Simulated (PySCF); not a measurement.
Spinor energies of Ge²¹⁺ (germanium, charge +21)

Start: [Ne] 3s1; 3s1/2 filled at m_j = +1/2. Calculated with PySCF 2.14 in an uncontracted even-tempered set (19 s from 2.5 bohr⁻², ratio 2.4; 13 p from 3.2 bohr⁻², ratio 2.4; 5 d from 11 bohr⁻², ratio 2.6; 4 f from 16 bohr⁻², ratio 2.6): generalised Hartree-Fock with the X2C-1e Hamiltonian and a Gaussian nucleus; one run each with spin-orbit coupling (SO) switched off, then screened by Boettger's factors.

| spinor shell | electrons | ε, spin-free (eV) | ε, screened SO (eV) | weight of nominal j (screened SO) | rms radius, screened SO (bohr) |
| --- | --- | --- | --- | --- | --- |
| 1s1/2 | 2 | -12086.7 | -12086.5 | 1.000 | 0.0541 |
| 2s1/2 | 2 | -2313.3 | -2313.2 | 1.000 | 0.223 |
| 2p1/2 | 2 | -2131.5 | -2154.2 | 0.999 | 0.196 |
| 3s1/2 | 1 | -879.86 | -879.86 | 1.000 | 0.551 |

(1) Where does 2p3/2 lie, and what is the 2p spin-orbit splitting (screened SO)?

| quantity | spin-free | screened SO |
| --- | --- | --- |
| E (hartree) | -1835.98068 | -1836.05249 |
| M_J | 1/2 | 1/2 |
| ⟨J²⟩ | 0.750 | 0.750 |
| ⟨L²⟩ | 0.000 | 0.001 |
| ⟨S²⟩ | 0.750 | 0.751 |

Each row is a mean over spinors that exchange with the open shell spreads, by up to 5.089 eV (2s1/2).

Without spin-orbit coupling the j labels of p, d and f shells carry no meaning; the spin-free column gives the mean over the occupied spinors of each nl shell.

Answers

(1) At -2120.6 eV, 33.600 eV above 2p1/2.
